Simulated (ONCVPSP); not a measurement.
**Tc: ONCV pseudisation with PW91, non-relativistic reference atom.**

ONCVPSP 4.0.1 input, shortened (lines: element, Z, core and valence counts, functional; n l f; lmax; l rc ep ncon nbas qcut; lloc lpopt rc5 dvloc0; l nproj debl; icmod fcfact rcfact), PW91, non-relativistic:

```
  Tc 43.00    6    3  -109134      upf
    1    0    2.00
    2    0    2.00
    2    1    6.00
    3    0    2.00
    3    1    6.00
    3    2   10.00
    4    0    2.00
    4    1    6.00
    4    2    4.00
    2
    0    1.75    0.00    4    8    5.50
    1    1.70    0.00    4    7    8.00
    2    1.70    0.00    4    8    8.90
    2    5    1.70    0.00
    0    3    0.80
    1    2    3.60
    2    0    3.60
    2    0.55    1.05
```

In the s channel the program set the typed energies aside and used -3.660, 0.050, 0.850 Ha.

Poles of the logarithmic derivatives, all-electron (AE) and pseudo (PS). s: poles at -3.3, 4.8 (AE) and -3.3, 4.8 (PS) Ha. p: poles at -2.1 (AE) and -2.1 (PS) Ha. d: poles at -0.2 (AE) and -0.2 (PS) Ha. Test radii: s 1.77, p 1.73, d 1.73 bohr.

* Cutoffs needed: 24 Ha and 32 Ha (the cutoffs (Ha) at which the residual kinetic energy of the hardest occupied pseudo-wave falls to 1 and 0.1 mHa per electron)
* Ghost test: no bound ghost flagged; GHOST(+) flagged for s at 423.7 eV
* Largest excitation error: +3.5 meV (all-electron minus pseudo) for 4s2 4p6 4d5, out of 4 test configurations
* rms error of d²Exc/dni dnj: 4.13 mHa without and 2.07 mHa with the model core
